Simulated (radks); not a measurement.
Valence configurations of Sn (all share [Kr]). Method: Dirac Kohn-Sham, PBEsol, spin-unpolarised, spherical densities, finite nucleus; open shells fill j = l - 1/2 first; Fermi nuclear charge, rms radius 4.6519 fm; computed with a radial shooting solver on a logarithmic mesh with Libxc functionals. Energies are relative to 4d10 5s2 5p2; eigenvalues in eV.

\begin{tabular}{lrrrrrr}
valence & E (eV) & e(4d3/2) & e(4d5/2) & e(5p1/2) & e(5p3/2) & e(5s1/2) \\ \hline
4d10 5s2 5p2 & 0.000 & -26.065 & -25.022 & -3.848 & - & -10.365 \\
4d10 5s1.5 5p2.5 & 3.516 & -26.870 & -25.825 & -4.213 & -3.748 & -10.847 \\
4d10 5s1 5p3 & 7.099 & -27.642 & -26.595 & -4.556 & -4.071 & -11.302 \\
4d9.5 5s2 5p2.5 & 11.393 & -28.991 & -27.920 & -4.474 & -3.967 & -11.381 \\
4d10 5p4 & 14.454 & -29.107 & -28.054 & -5.190 & -4.667 & - \\
4d9.5 5s0.5 5p4 & 22.795 & -31.199 & -30.121 & -5.448 & -4.883 & -12.663 \\
4d9 5s2 5p3 & 23.954 & -31.902 & -30.803 & -5.080 & -4.510 & -12.358 \\
4d9 5s1 5p4 & 31.919 & -33.332 & -32.228 & -5.711 & -5.104 & -13.182 \\
4d7 5s2 5p5 & 85.948 & -43.500 & -42.288 & -7.385 & -6.569 & -15.996 \\
\end{tabular}

NIST lists [Kr] 4d10 5s2 5p2 as the ground configuration; this level of theory agrees among the configurations tried. The energies are those of spherical spin-averaged densities, not of single terms.
